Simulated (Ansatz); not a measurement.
A made-up structure of C$_{2}$HSe, doublet:

C1  (-0.445, 0.644, -0.058)
C2  (0.246, -0.357, 0.031)
Se3  (-0.074, 0.260, 1.818)
H4  (-1.049, 1.518, -0.135)
(Å)

It is relaxed with PBE-D4/def2-SVP and then PBE0-D4/def2-TZVP (Ansatz 0.2.0). Atoms count as bonded within 1.22 times the sum of their covalent radii (H–H: 0.88 Å). The end point is not checked to be a true minimum.

Does its bonding change? (Judge from chemistry; the calculation decides.)

Computed: No: no bond forms or breaks.

Where it ends: The first stage lowers the energy by 0.85 eV in 6 steps. It ends as C₂HSe ([C]1[CH][Se]1):
```tsv
atom	x (Å)	y (Å)	z (Å)
C1	-0.4761	0.7049	0.1275
C2	0.2559	-0.3783	-0.0600
Se3	-0.0478	0.2262	1.8817
H4	-1.0535	1.5123	-0.2925
```

Labels in which every atom is bracketed show which atoms are joined, not bond orders.

For scale, one of the runs: PBE0-D4/def2-TZVP relaxation, 116 basis functions, launched by `ansatz run in.yaml --threads 2 --pin off --events-out ev --progress --plain --max-ram 4352MiB`. Hardware: 2 CPU threads of an Arm Neoverse V2, shared host. Wall time about 23 s.
